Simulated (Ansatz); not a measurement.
# Ligand exchange: Te(CF3)(CH3) + SbH2(CH3) → TeH(CF3) + C2H7Sb

Species: Te(CF3)(CH3), singlet; SbH2(CH3), singlet; TeH(CF3), singlet; C2H7Sb `C[CH2][SbH2]`, singlet. The partners trade CH3 for H: Te–CH3 and C–H bonds give way to Te–H and C–CH3.

Shapes, held fixed at every level: PBE0-D4/def2-TZVP. Flexible molecules stand in one conformer, not always the lowest. Programs: Ansatz 0.2.0. The zero-point and thermal change to 298 K, harmonic and unscaled (PBE0-D4/def2-TZVP), is -4.7 kJ/mol.

| level | kind | ΔH(298 K) (kJ/mol) | less CCSD(T)/def2-TZVPP |
| --- | --- | --- | --- |
| HF/def2-SVP | Hartree–Fock | +4.1 | -11.3 |
| BHLYP-D4/def2-TZVPP | global hybrid | +16.0 | +0.6 |
| r2SCAN0-D4/def2-TZVPP | global hybrid | +15.7 | +0.3 |
| MP2/def2-SVP | perturbation theory | 0.0 | -15.4 |
| CCSD/def2-SVP | coupled cluster or CI | -2.8 | -18.2 |
| CCSD/def2-TZVPP | coupled cluster or CI | +14.4 | -1.0 |
| CCSD(T)/def2-TZVPP | coupled cluster or CI | +15.4 | 0.0 |

The highest level, CCSD(T)/def2-TZVPP, gives ΔH(298 K) = +15.4 kJ/mol; the levels span -2.8 to +16.0. They disagree on the sign: 6 of 7 are positive. The column of differences is taken from that level and isn't an error. No measured value is set beside it here. For atoms past krypton def2 sets carry core potentials with scalar relativity. Outer-core shells of Sb, Te are correlated, in sets that cover them unevenly.
